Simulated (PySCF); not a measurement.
# Electric field gradients and quadrupole coupling constants

Compound: ClH7SSi3.
Cartesian coordinates in Å at the GFN2-xTB level; atoms count from 1:
```xyz
12
ClH7SSi3 angstrom
Si    -1.9636    0.3608    0.1679
Si    -0.4994   -1.4321    0.1742
S      1.2995   -1.0069   -0.9916
Si     2.1354    0.7716   -0.1722
Cl     1.8738    0.8633    1.8296
H     -1.5809    1.3983    1.1306
H     -2.0497    1.0108   -1.1435
H     -3.3027   -0.1072    0.5303
H      0.0082   -1.8355    1.4859
H     -0.9291   -2.6431   -0.5171
H      3.5494    0.6929   -0.4816
H      1.4604    1.9265   -0.7442
```

Field gradients from the PBE0/pcSseg-1 density (PySCF, non-relativistic), principal values in atomic units, ordered |Vxx| ≤ |Vyy| ≤ |Vzz|:

```csv
atom,Vxx,Vyy,Vzz
S3,0.2966,1.4092,-1.7057
Cl5,-0.9373,-1.1707,2.1081
```

Problem. Find the asymmetry η = (Vxx − Vyy)/Vzz and the couplings χ = eQV/h (234.96 MHz × Q in barn × V in au), with Q(33S) = −0.0678 b, Q(35Cl) = −0.0817 b.

Solution. 
| atom | environment | nucleus | η | χzz (MHz) | χxx (MHz) | χyy (MHz) |
| --- | --- | --- | --- | --- | --- | --- |
| S3 | sulfur bonded to 2 Si | 33S | 0.65 | 27.17 | -4.72 | -22.45 |
| Cl5 | silicon-bound chlorine | 35Cl | 0.11 | -40.47 | 17.99 | 22.47 |

The tensor is traceless: Vxx + Vyy + Vzz = 0.

Problem. What is Vzz at Cl5 in SI units (1 au = 9.71736 × 10²¹ V/m²)?

Solution. 2.1081 au = 20.485 × 10²¹ V/m².

Problem. And the gradient at the other heavy atoms, for which no coupling is worked out here?

Solution. 
| atom | environment | Vzz (au) | η |
| --- | --- | --- | --- |
| Si1 | SiH3 silicon | 0.112 | 0.03 |
| Si2 | SiH2 silicon | 0.732 | 0.01 |
| Si4 | chlorine-bound silicon | -0.679 | 0.87 |

Were the hydrogens deuterons (Q(2H) = 0.00286 b), χzz would run from 109 kHz (H6, H7 and H9) to 113 kHz (H11).

The structure is a single GFN2-xTB conformer in the gas phase; no vibrational or solvent corrections. GFN2-xTB bond lengths can be off by several hundredths of an ångström, more for odd bonds, and the gradients follow them. A larger basis could move these couplings by a tenth or more.
